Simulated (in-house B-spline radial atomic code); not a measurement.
Configurations of the technetium ion Tc⁶⁺, with energies counted from [Kr] (4d3/2)1. Level of theory: Dirac-Hartree-Fock, average of each configuration as written, Fermi nucleus of rms radius 4.41117 fm; calculated with a B-spline radial code for spherical atoms. Energies include first-order Breit, QED and recoil terms.

Occupations are held fixed; configurations that lie above the ionisation limit could autoionise.

| configuration | E - E(ref) (eV) | highest orbital | its <r> (bohr) |
| --- | --- | --- | --- |
| [Kr] (5d5/2)1 | 44.327 | 5d5/2 | 2.938 |
| [Kr] (6d5/2)1 | 60.591 | 6d5/2 | 4.867 |
| [Kr] (5g7/2)1 | 61.137 | 5g7/2 | 3.886 |
| [Kr] (7p1/2)1 | 65.341 | 7p1/2 | 6.239 |
| [Ar] 3d10 4s2 (4p1/2)1 (4p3/2)4 (4d5/2)1 (5p3/2)1 | 77.417 | 5p3/2 | 2.423 |

**Question.** Order these further configurations by energy, lowest first.
A. [Kr] 5s1
B. [Ar] 3d10 4s2 (4p1/2)2 (4p3/2)3 (4d5/2)1 (7g9/2)1
C. [Ar] 3d10 4s2 (4p1/2)1 (4p3/2)4 (4d3/2)1 (6g7/2)1
D. [Kr] (4f5/2)1
E. [Kr] (8p3/2)1

**Answer.** A (20.983 eV), D (41.258 eV), E (71.961 eV), C (117.69 eV), B (119.09 eV).

**Question.** How far above the reference does [Kr] (4d5/2)1 lie?

**Answer.** 0.40938 eV; its least bound orbital is 4d5/2 with <r> = 1.33 bohr.
